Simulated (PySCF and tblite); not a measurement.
Results of a calculation; reference values are marked as such.
C₅H₇FO₂, numbered as in [O:1]=[C:2]1[O:3][CH2:4][CH2:5][CH2:6][C@@H:7]1[F:8]. Conformers came from 60 starts (ETKDG and KDG, MMFF94s, GFN2-xTB); geometries are GFN2-xTB. Weights use PBE0-D3(BJ)/pcSseg-1 energies plus GFN2-xTB zero-point and thermal terms (modes under about 100 cm⁻¹ blended into free rotors). Symmetry numbers and mirror images are counted. Conformers within 3 kcal/mol (GFN2-xTB free energy) were kept, 10 at most. GIAO shieldings: PBE0/pcSseg-1. Shifts are against TMS (¹H), TMS (¹³C), CFCl3 (¹⁹F) at the same level; of two unlike H on one atom, a is the less shielded. Programs: PySCF with density fitting and tblite.

The 6-ring runs over atoms 2–3–4–5–6–7.

```tsv
conformer	shape	point group	mirror pair	ΔE(DFT)	Δ(G−E) at 298.15 K	δ H4a (ppm)
1	6-ring between boat and twist-boat (ring torsions -49, 63, -21, -31, 51, -8°)	C1	no	0.00	0.00	4.75
2	6-ring half-chair (ring torsions 26, -53, 63, -47, 20, -9°)	C1	no	0.50	-0.33	4.72
3	6-ring flattened chair (ring torsions -30, 54, -62, 48, -24, 14°)	C1	no	0.57	-0.44	4.36
```

Energies in kcal/mol; the thermal term leaves out symmetry numbers and mirror images.

(1) Work out the weights at 298.15 K and the ¹H shift of H4a under fast exchange.

## Answers

(1) RT = 0.592 kcal/mol. Each conformer gets RT ln(σ/g), with σ the rotational symmetry number and g = 2 for a mirror pair: 1: σ = 1, g = 1, G = 0.00 + 0.00 + 0.00 = 0.00, 0.00 above the lowest, exp(−ΔG/RT) = 1.000; 2: σ = 1, g = 1, G = 0.50 − 0.33 + 0.00 = 0.17, 0.17 above the lowest, exp(−ΔG/RT) = 0.750; 3: σ = 1, g = 1, G = 0.57 − 0.44 + 0.00 = 0.13, 0.13 above the lowest, exp(−ΔG/RT) = 0.801. The sum is 2.550, so the weights are 39.2, 29.4, 31.4 %. The averaged shift is 4.62 ppm. At 298.15 K the leading conformer alone gives 4.75 ppm and bare DFT energies give 4.66 ppm.


Conformer gaps in pcSseg-1 on xTB geometries can be 2 kcal/mol off for S=O, P=O and other polar bonds.